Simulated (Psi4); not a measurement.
F₄Ge, singlet, at a GFN2-xTB geometry; TPSSH/cc-pVDZ run with Psi4 1.11.

Input for Psi4:
```
memory 2 GB

molecule mol {
0 1
F     1.282494   -1.068436   -0.111725
Ge   -0.000000   -0.000000   -0.000000
F     0.580416    1.569038    0.008099
F    -1.017721   -0.211356   -1.310878
F    -0.845188   -0.289246    1.414504
}

set {
  basis cc-pvdz
  reference rks
}

energy('tpssh')
print_variables()
```

Output, abridged:

```
   => Loading Basis Set <=

    Name: CC-PVDZ
    Role: ORBITAL
    Keyword: BASIS

         ---------------------------------------------------------
                                   SCF
               by Justin Turney, Rob Parrish, Andy Simmonett
                          and Daniel G. A. Smith
                              RKS Reference
         ---------------------------------------------------------

  ==> Geometry <==

    Molecular point group: c1
    Full point group: C1

    Geometry (in Angstrom), charge = 0, multiplicity = 1:

       Center              X                  Y                   Z               Mass
    ------------   -----------------  -----------------  -----------------  -----------------
         F            1.282493873272    -1.068436000000    -0.111725000000    18.998403162730
         GE          -0.000000126728     0.000000000000     0.000000000000    73.921177761000
         F            0.580415873272     1.569038000000     0.008099000000    18.998403162730
         F           -1.017721126728    -0.211356000000    -1.310878000000    18.998403162730
         F           -0.845188126728    -0.289246000000     1.414504000000    18.998403162730

  Running in c1 symmetry.

  Rotational constants: A =      0.11889  B =      0.11889  C =      0.11889 [cm^-1]
  Rotational constants: A =   3564.14363  B =   3564.14281  C =   3564.14206 [MHz]
  Nuclear repulsion =  458.527170244757087

  Charge       = 0
  Multiplicity = 1
  Electrons    = 68
  Nalpha       = 34
  Nbeta        = 34

  ==> Algorithm <==

  SCF Algorithm Type is DF.
  DIIS enabled.
  MOM disabled.
  Fractional occupation disabled.
  Guess Type is SAD.
  Energy threshold   = 1.00e-06
  Density threshold  = 1.00e-06
  Integral threshold = 1.00e-12

  ==> Primary Basis <==

  Basis Set: CC-PVDZ
    Blend: CC-PVDZ
    Number of shells: 35
    Number of basis functions: 83
    Number of Cartesian functions: 89
    Spherical Harmonics?: true
    Max angular momentum: 2

  ==> DFT Potential <==

   => LibXC <=

    Version 7.1.2
    S. Lehtola, C. Steigemann, M. J. T. Oliveira, and M. A. L. Marques,  SoftwareX 7, 1–5 (2018) (10.1016/j.softx.2017.11.002)

   => Composite Functional: TPSSH <=

    TPSSh Hyb-GGA Exchange-Correlation Functional

    V. N. Staroverov, G. E. Scuseria, J. Tao, and J. P. Perdew,  J. Chem. Phys. 119, 12129 (2003) (10.1063/1.1626543)

    Deriv               =              1
    GGA                 =           TRUE
    Meta                =           TRUE

    Exchange Hybrid     =           TRUE
    MP2 Hybrid          =          FALSE

   => Exchange Functionals <=

    0.9000   Tao, Perdew, Staroverov & Scuseria

   => Exact (HF) Exchange <=

    0.1000               HF

   => Correlation Functionals <=

    1.0000   Tao, Perdew, Staroverov & Scuseria

   => LibXC Density Thresholds  <==

    XC_HYB_MGGA_XC_TPSSH:  1.00E-15

   => Molecular Quadrature <=

    Radial Scheme          =       TREUTLER
    Pruning Scheme         =           NONE
    Nuclear Scheme         =       TREUTLER

    Blocking Scheme        =         OCTREE
    BS radius alpha        =              1
    Pruning alpha          =              1
    Radial Points          =             75
    Spherical Points       =            302
    Total Points           =         108918
    Total Blocks           =            898
    Max Points             =            256
    Max Functions          =             83
    Weights Tolerance      =       1.00E-15

   => Loading Basis Set <=

    Name: (CC-PVDZ AUX)
    Role: JKFIT
    Keyword: DF_BASIS_SCF

  ==> Integral Setup <==

  SCF_SUBTYPE=INCORE selected. In-core MEM_DF algorithm will be used.
  Using in-core AOs.

  ==> MemDFJK: Density-Fitted J/K Matrices <==

    J tasked:                   Yes
    K tasked:                   Yes
    wK tasked:                   No
    Algorithm:                 Core
    Schwarz Cutoff:           1E-12
    Mask sparsity (%):       0.0000
    Fitting Condition:        1E-10

   => Auxiliary Basis Set <=

  Basis Set: (CC-PVDZ AUX)
    Blend: CC-PVDZ-JKFIT
    Number of shells: 143
    Number of basis functions: 451
    Number of Cartesian functions: 533
    Spherical Harmonics?: true
    Max angular momentum: 3

  Minimum eigenvalue in the overlap matrix is 4.6078809871E-02.
  Reciprocal condition number of the overlap matrix is 1.6073503091E-02.
    Using symmetric orthogonalization.

  ==> Pre-Iterations <==

  SCF Guess: Superposition of Atomic Densities via on-the-fly atomic UHF (no occupation information).

   -------------------------
    Irrep   Nso     Nmo
   -------------------------
     A         83      83
   -------------------------
    Total      83      83
   -------------------------

  ==> Iterations <==

                           Total Energy        Delta E     RMS |[F,P]|

   @DF-RKS iter SAD: -2472.94685676242943   -2.47295e+03   0.00000e+00
   @DF-RKS iter   1: -2475.98088592455588   -3.03403e+00   1.25441e-02 ADIIS/DIIS
   @DF-RKS iter   2: -2476.20380450182256   -2.22919e-01   9.16364e-03 ADIIS/DIIS
   @DF-RKS iter   3: -2476.36390096593504   -1.60096e-01   2.75065e-03 ADIIS/DIIS
   @DF-RKS iter   4: -2476.37959395391817   -1.56930e-02   7.36305e-04 ADIIS/DIIS
   @DF-RKS iter   5: -2476.38079934732468   -1.20539e-03   3.94695e-05 DIIS
   @DF-RKS iter   6: -2476.38080192379039   -2.57647e-06   5.34084e-06 DIIS
   @DF-RKS iter   7: -2476.38080201017556   -8.63852e-08   2.88374e-07 DIIS
  Energy and wave function converged.

  ==> Post-Iterations <==

   Electrons on quadrature grid:
      Ntotal   =   67.9999678059 ; deviation = -3.219e-05

    Orbital Energies [Eh]
    ---------------------

    Doubly Occupied:

       1A   -398.619500     2A    -49.730049     3A    -44.222993
       4A    -44.222992     5A    -44.222992     6A    -24.649012
       7A    -24.648987     8A    -24.648982     9A    -24.648968
      10A     -6.300576    11A     -4.466390    12A     -4.466390
      13A     -4.466390    14A     -1.311715    15A     -1.311713
      16A     -1.311712    17A     -1.284968    18A     -1.284967
      19A     -1.218812    20A     -1.162230    21A     -1.162225
      22A     -1.162221    23A     -0.600780    24A     -0.500580
      25A     -0.500577    26A     -0.500576    27A     -0.436623
      28A     -0.436611    29A     -0.428805    30A     -0.428804
      31A     -0.428788    32A     -0.411677    33A     -0.411665
      34A     -0.411662

    Virtual:

      35A     -0.070519    36A      0.062539    37A      0.062543
      38A      0.062545    39A      0.234967    40A      0.292487
      41A      0.292495    42A      0.292501    43A      0.453816
      44A      0.453825    45A      0.619543    46A      0.619550
      47A      0.619552    48A      1.153372    49A      1.153375
      50A      1.153379    51A      1.199960    52A      1.199970
      53A      1.199971    54A      1.214004    55A      1.257773
      56A      1.257778    57A      1.305067    58A      1.305071
      59A      1.305077    60A      2.144835    61A      2.144902
      62A      2.144950    63A      2.223814    64A      3.476454
      65A      3.476466    66A      3.476509    67A      3.508546
      68A      3.508588    69A      3.508623    70A      3.514560
      71A      3.514778    72A      3.517072    73A      3.517247
      74A      3.517319    75A      3.597707    76A      3.597740
      77A      3.597774    78A      3.665851    79A      3.727326
      80A      3.727369    81A      3.767609    82A      3.767629
      83A      3.767720

    Final Occupation by Irrep:
              A
    DOCC [    34 ]
    NA   [    34 ]
    NB   [    34 ]

  @DF-RKS Final Energy: -2476.38080201017556

   => Energetics <=

    Nuclear Repulsion Energy =            458.5271702447570874
    One-Electron Energy =               -4363.5363412373108076
    Two-Electron Energy =                1537.9085035310142757
    DFT Exchange-Correlation Energy =    -109.2801345486362834
    Empirical Dispersion Energy =           0.0000000000000000
    VV10 Nonlocal Energy =                  0.0000000000000000
    Total Energy =                      -2476.3808020101755574

Computation Completed

Properties will be evaluated at   0.000000,   0.000000,   0.000000 [a0]

Properties computed using the SCF density matrix

 Multipole Moments:

 ------------------------------------------------------------------------------------
     Multipole            Electronic (a.u.)      Nuclear  (a.u.)        Total (a.u.)
 ------------------------------------------------------------------------------------

 L = 1.  Multiply by 2.5417464519 to convert [e a0] to [Debye]
 Dipole X            :          0.0000142            0.0000007            0.0000149
 Dipole Y            :          0.0000096           -0.0000000            0.0000096
 Dipole Z            :         -0.0000271            0.0000000           -0.0000271
 Magnitude           :                                                    0.0000324

 ------------------------------------------------------------------------------------

  Variable Map:
  ----------------------------------------------------------------------------
  "CURRENT ENERGY"              =>   -2476.380802010176
  "CURRENT REFERENCE ENERGY"    =>   -2476.380802010176
  "DD SOLVATION ENERGY"         =>       0.000000000000
  "DFT FUNCTIONAL TOTAL ENERGY" =>   -2476.380802010176
  "DFT TOTAL ENERGY"            =>   -2476.380802010176
  "DFT VV10 ENERGY"             =>       0.000000000000
  "DFT XC ENERGY"               =>    -109.280134548636
  "GRID ELECTRONS ALPHA"        =>      33.999983902968
  "GRID ELECTRONS BETA"         =>      33.999983902968
  "GRID ELECTRONS TOTAL"        =>      67.999967805936
  "NUCLEAR REPULSION ENERGY"    =>     458.527170244757
  "ONE-ELECTRON ENERGY"         =>   -4363.536341237311
  "PCM POLARIZATION ENERGY"     =>       0.000000000000
  "PE ENERGY"                   =>       0.000000000000
  "SCF ITERATION ENERGY"        =>   -2476.380802010176
  "SCF ITERATIONS"              =>       7.000000000000
  "SCF TOTAL ENERGY"            =>   -2476.380802010176
  "TWO-ELECTRON ENERGY"         =>    1537.908503531014
  "XC GRID RADIAL POINTS"       =>      75.000000000000
  "XC GRID SPHERICAL POINTS"    =>     302.000000000000
  "XC GRID TOTAL POINTS"        =>  108918.000000000000

  Array Variable Map:
  ----------------------------------------------------------------------------
  "CURRENT DIPOLE"              =>       0.000014876305 ... -0.000027126858 1 by 3
  "SCF DIPOLE"                  =>       0.000014876305 ... -0.000027126858 1 by 3
  "SCF TOTAL ENERGIES"          =>   -2472.946856762429 ... -2476.380802010176 1 by 8
```
